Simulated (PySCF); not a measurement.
Simulation results for C₂H₇AlB, CH₅AlBO

Computed with PySCF 2.14.0. Calculation on a computer-drawn molecule: optimised geometry and harmonic frequencies of an isolated molecule of the commonest isotopes, restricted reference for singlets and unrestricted otherwise, frozen core in MP2.

Common to all runs: charge 0; multiplicity 2; method HF; basis cc-pV(D+d)Z.

(1) C₂H₇AlB

Start structure:
```xyz
11
C2H7AlB
B     -1.6727     0.0757     1.1499
C     -0.3457    -0.1044     0.4377
C     -0.0166     0.7189    -0.7886
Al     1.0188    -1.4333     0.6257
H     -1.7034    -0.2750     2.3114
H     -2.6289     0.3474     0.6085
H      0.1453     1.8273    -0.4460
H      0.9827     0.4304    -1.2448
H     -0.7549     0.7636    -1.5107
H      2.2885    -1.4194    -0.2984
H      1.0940    -2.5710     1.7483
```

Results for C₂H₇AlB: rotational constants 8.186, 4.05, 2.773 GHz; total energy -346.3595 hartree; spin squared 0.7586; convergence status largest gradient component 5.328e-06 hartree/bohr.

Drawn bonds:
| atom | other atom | order |
| --- | --- | --- |
| 1 | 2 | 1 |
| 2 | 3 | 1 |
| 2 | 4 | 1 |
| 1 | 5 | 1 |
| 1 | 6 | 1 |
| 3 | 7 | 1 |
| 3 | 8 | 1 |
| 3 | 9 | 1 |
| 4 | 10 | 1 |
| 4 | 11 | 1 |

Optimised structure:
```xyz
11
C2H7AlB
B     -1.5646    -0.0624     1.1091
C     -0.2285    -0.1099     0.3302
C     -0.0153     0.8634    -0.8137
Al     1.0926    -1.5036     0.7243
H     -1.6373    -0.4488     2.2466
H     -2.5719     0.3335     0.5769
H      0.1484     1.8771    -0.4298
H      0.8395     0.6161    -1.4470
H     -0.9072     0.9142    -1.4466
H      2.3182    -1.7001    -0.2587
H      0.9332    -2.4193     2.0018
```

Modes:
| frequency (cm⁻¹) | reduced mass (dalton) |
| --- | --- |
| 63.96 | 1.045 |
| 122.6 | 1.078 |
| 159.4 | 1.145 |
| 205.3 | 2.296 |
| 301.1 | 2.25 |
| 323.8 | 2.391 |
| 551.4 | 1.652 |
| 571.8 | 2.261 |
| 631.1 | 1.193 |
| 845.2 | 1.075 |
| 878.2 | 1.549 |
| 980.3 | 1.998 |
| 1024 | 1.402 |
| 1046 | 1.425 |
| 1192 | 2.146 |
| 1237 | 2.032 |
| 1346 | 1.611 |
| 1497 | 1.18 |
| 1580 | 1.066 |
| 1587 | 1.049 |
| 1977 | 1.048 |
| 1992 | 1.036 |
| 2639 | 1.056 |
| 2702 | 1.123 |
| 3146 | 1.038 |
| 3203 | 1.098 |
| 3234 | 1.103 |

(2) CH₅AlBO

Start structure:
```xyz
9
CH5AlBO
B     -2.1351     2.0009     0.5313
C     -0.7309     1.8562    -0.0455
O      0.3199     2.6449     0.4910
Al     0.0986     0.6365    -1.4190
H     -2.3763     2.7706     1.2873
H     -2.9253     1.2599     0.0137
H      1.1578     2.3808     0.0196
H      1.6423     0.9575    -1.5522
H     -0.6012    -0.4742    -2.3571
```

The calculation gives: rotational constants 9.379, 4.147, 2.875 GHz; total energy -382.1898 hartree; spin squared 0.7564; convergence status largest gradient component 1.656e-05 hartree/bohr.

Drawn bonds:
| atom | other atom | order |
| --- | --- | --- |
| 1 | 2 | 1 |
| 2 | 3 | 1 |
| 2 | 4 | 1 |
| 1 | 5 | 1 |
| 1 | 6 | 1 |
| 3 | 7 | 1 |
| 4 | 8 | 1 |
| 4 | 9 | 1 |

Optimised structure:
```xyz
9
CH5AlBO
B     -2.0422     1.9223     0.4033
C     -0.5714     1.8600    -0.0539
O      0.2568     2.7252     0.5757
Al     0.1014     0.6384    -1.4360
H     -2.3940     2.6897     1.2565
H     -2.8420     1.1857    -0.1093
H      1.1463     2.6481     0.2616
H      1.6524     0.7323    -1.7556
H     -0.8575    -0.3686    -2.1733
```

Modes:
| frequency (cm⁻¹) | reduced mass (dalton) |
| --- | --- |
| 173.4 | 1.154 |
| 193.9 | 2.381 |
| 256.3 | 1.23 |
| 342.4 | 3.02 |
| 393.8 | 2.235 |
| 539.4 | 1.074 |
| 546.8 | 1.648 |
| 592.1 | 2.704 |
| 637 | 1.227 |
| 831.1 | 1.084 |
| 911 | 1.73 |
| 1025 | 1.389 |
| 1088 | 2.348 |
| 1303 | 1.459 |
| 1378 | 3.84 |
| 1456 | 1.44 |
| 1968 | 1.042 |
| 2019 | 1.042 |
| 2665 | 1.056 |
| 2737 | 1.127 |
| 4120 | 1.067 |

(3) CH₅AlBO

Start structure:
```xyz
9
CH5AlBO
B     -0.1369    -0.5243     2.2414
O      0.4120     0.3573     1.3847
Al     1.1256     1.5417     0.3210
C      0.6283     1.6359    -1.6489
H     -1.0953    -0.2285     2.8804
H      0.3753    -1.6101     2.3598
H      0.8435     0.7577    -2.1555
H     -0.3704     1.8767    -1.7707
H      1.2282     2.4530    -2.0909
```

It finds rotational constants 19.19, 2.979, 2.682 GHz; total energy -382.3193 hartree; spin squared 0.756; convergence status largest gradient component 3.151e-05 hartree/bohr.

Drawn bonds:
| atom | other atom | order |
| --- | --- | --- |
| 1 | 2 | 1 |
| 2 | 3 | 1 |
| 3 | 4 | 1 |
| 1 | 5 | 1 |
| 1 | 6 | 1 |
| 4 | 7 | 1 |
| 4 | 8 | 1 |
| 4 | 9 | 1 |

Optimised structure:
```xyz
9
CH5AlBO
B     -0.1179    -0.4875     2.1436
O      0.4394     0.4038     1.3183
Al     1.1910     1.5789     0.3461
C      0.6500     1.6383    -1.5511
H     -1.1287    -0.2075     2.7427
H      0.3874    -1.5749     2.2895
H      0.8253     0.6628    -2.0193
H     -0.4237     1.8479    -1.6242
H      1.1877     2.3975    -2.1243
```

Modes:
| frequency (cm⁻¹) | reduced mass (dalton) |
| --- | --- |
| 24.97 | 1.062 |
| 82.42 | 3.929 |
| 85.34 | 3.351 |
| 126.5 | 1.076 |
| 221.2 | 4.324 |
| 583 | 4.606 |
| 610.2 | 1.177 |
| 689 | 3.086 |
| 755.8 | 1.757 |
| 1069 | 1.339 |
| 1144 | 1.37 |
| 1305 | 1.229 |
| 1318 | 1.295 |
| 1463 | 4.231 |
| 1534 | 1.055 |
| 1543 | 1.058 |
| 2625 | 1.048 |
| 2676 | 1.128 |
| 3145 | 1.035 |
| 3221 | 1.099 |
| 3250 | 1.1 |
